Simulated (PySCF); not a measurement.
In(Cl) cation (ClIn), SMILES [Cl][In] (connectivity only; charge and spin as stated), charge +1, multiplicity 2. Atoms are numbered in the order given.

```xyz
2

In     0.0000     0.0000    -0.6042
Cl     0.0000     0.0000     1.7415
```
Charge +1, spin multiplicity 2.

Geometry: B3LYP-D3(BJ)/def2-TZVP. The multiplicity is an assumed one; other spin states were not compared. The def2 effective core potentials stand for the cores of In; spin–orbit coupling is left out.

Method: M06-2X/def2-TZVPD in PySCF.

Gas-phase values at a fixed geometry.

Computed frontier levels, dipole moment and polarisability:
| Property | Value |
|---|---|
| α spin, highest occupied and lowest empty level | -15.60 and -7.03 eV |
| β spin, highest occupied and lowest empty level | -16.16 and -11.10 eV |
| dipole moment about the centre of nuclear charge | 3.33 D |
| mean static polarisability | 42.8 bohr³ (6.34 Å³) |
| polarisability, principal values | 33.6, 33.6, 61.2 bohr³ |
| ⟨S²⟩ | 0.760 (pure state 0.75) |
